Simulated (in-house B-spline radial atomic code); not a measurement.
Computed with a B-spline radial atomic code. Model: two electrons, singlet ground state, non-relativistic, full CI in B-splines with partial waves to l = 8 (at full coupling up to 3e-4 hartree above the limit, correlation up to 0.6 % small), density held at that of full coupling by Lieb maximisation.

W(λ) is the mean repulsion in the state of coupling λ less the Hartree energy of the fixed density. Its start is exact exchange, its initial slope is twice the second-order Görling-Levy correlation energy, and its area from 0 to 1 is E_xc. A straight curve means weak, dynamic correlation, and a curve that drops fast and flattens means strong correlation.

Command:
```bash
python run_ac.py task.json out
```
Settings (lengths in bohr, energies in hartree):
```
potential              coulomb
strength               1.75
lmax                   8
```

Run time, properties included: 39 s on 1 thread of Intel(R) Xeon(R) Processor @ 2.30GHz, with other jobs on the host.

**W = mean repulsion less Hartree energy, and W of three functionals.**

Given: confinement point charge; nuclear charge 1.75; external potential -Z/r.

Computed: LDA exchange minus exact 118.56 millihartree; PBE exchange minus exact 7.6641 millihartree.

```tsv
coupling	W xc (hartree)	W xc minus exchange (millihartree)	kinetic minus Kohn-Sham (millihartree)	LDA (PW92) W minus its exchange (millihartree)	PBE W minus its exchange (millihartree)	SCAN W minus its exchange (millihartree)
0	-0.86738	0	0	0	0	0
0.02	-0.86932	-1.943	0.02	-11.44	-1.73	-1.81
0.05	-0.87219	-4.818	0.12	-23.23	-4.37	-4.45
0.12	-0.87873	-11.352	0.67	-44.02	-10.53	-10.37
0.25	-0.89025	-22.873	2.8	-72.66	-21.71	-20.62
0.4	-0.90263	-35.257	6.81	-98.17	-34	-31.5
0.6	-0.91779	-50.412	14.36	-125.44	-49.26	-44.74
0.8	-0.93157	-64.199	23.99	-147.92	-63.3	-56.76
1	-0.94416	-76.784	35.3	-167.14	-76.22	-67.77
1.4	-0.96628	-98.903	61.72	-198.94	-99.23	-87.28
2	?	?	?	?	?	?
3	-1.0273	-159.96	191.37	-280.76	-165.52	-143.36
4.5	?	?	?	?	?	?
7	-1.0977	-230.29	520.56	-377.09	-251.77	-214.24
10	-1.1233	-255.96	735.68	-415.71	-287.76	-241.46
```

Problem. What belongs in the row 2?

Solution. W xc (hartree): -0.99341; W xc minus exchange (millihartree): -126.03; kinetic minus Kohn-Sham (millihartree): 107.52; LDA (PW92) W minus its exchange (millihartree): -235.86; PBE W minus its exchange (millihartree): -128.06; SCAN W minus its exchange (millihartree): -111.7.

Problem. What belongs in the row 4.5?

Solution. W xc (hartree): -1.062; W xc minus exchange (millihartree): -194.66; kinetic minus Kohn-Sham (millihartree): 319.65; LDA (PW92) W minus its exchange (millihartree): -327.1; PBE W minus its exchange (millihartree): -206.22; SCAN W minus its exchange (millihartree): -177.41.

Problem. What is the SCAN exchange minus exact?

Solution. -5.5246 millihartree.

**Energy parts, natural occupations and partial-wave weights.**

Computed: exchange energy -0.86738 hartree; correlation energy -0.041483 hartree; kinetic part of the DFT correlation energy 0.035301 hartree; kinetic part over minus potential part 0.45974; Hartree energy 1.7348 hartree; Kohn-Sham kinetic 2.0865 hartree; Lieb Oxford ratio E_xc over LDA exchange 1.2137.

```json
{"natural": "s", "occupation of the shell (electrons)": "1.9782"}
{"natural": "s", "occupation of the shell (electrons)": "?"}
{"natural": "p", "occupation of the shell (electrons)": "0.0098516"}
{"natural": "d", "occupation of the shell (electrons)": "0.00039145"}
{"natural": "p", "occupation of the shell (electrons)": "0.00030216"}
{"natural": "s", "occupation of the shell (electrons)": "0.00016283"}
```

Problem. What belongs in the row s?

Solution. occupation of the shell (electrons): 0.010955.

```json
{"wave": "s", "weight": "0.99465"}
{"wave": "p", "weight": "0.0050908"}
{"wave": "d", "weight": "0.00021844"}
{"wave": "f", "weight": "?"}
{"wave": "g", "weight": "6.6242e-06"}
```

Problem. What belongs in the row f?

Solution. weight: 2.923e-05.

Problem. What is the initial slope twice GL2?

Solution. -0.097644 hartree.

Problem. What is the total energy?

Solution. -2.1219 hartree.

Half-way to full coupling W has made 56 % of its drop, against 50 % for a straight line, and second-order (GL2) theory, half the initial slope, overshoots the correlation energy by about 18 %: a moderate bend, as in light atoms. Over couplings 0 to 1 the errors in E_xc come to about +55 millihartree for LDA, +8.6 millihartree for PBE, -0.9 millihartree for SCAN, so SCAN is nearest. In LDA and SCAN the errors of exchange and correlation have opposite signs, so the sum is smaller than the larger of the two.
